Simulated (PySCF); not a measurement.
A compound of formula [C15H20NS]+ has these computed shifts in ppm, with the number of atoms in brackets (GIAO KT3/pcSseg-1, gas phase, PySCF SCF with an in-house response code, fitting set def2-universal-JFIT, grid level 2, non-relativistic, geometry: GFN2-xTB; 13C, 1H against isolated TMS; 15N against isolated NH3; 33S against isolated CS2).

1H: 7.36 (1), 7.30 (1), 6.84 (1), 6.83 (1), 6.72 (1), 6.44 (1), 6.06 (1), 5.70 (1), 3.45 (3), 3.21 (3), 2.68 (3), 2.67 (3)
13C: 150.8 (1), 149.9 (1), 146.5 (1), 145.1 (1), 139.4 (1), 138.2 (1), 123.6 (1), 123.4 (1), 120.4 (1), 116.1 (1), 105.6 (1), 47.8 (1), 38.2 (1), 26.1 (1), 26.0 (1)
15N: 137.4 (1)
33S: 225.7 (1)

**Question.** Which structure gave them?

**Answer.** CC1=CC(=C/C=C/C=C/C=[N+](C)C)C=C(C)S1. Other isomers were not compared.
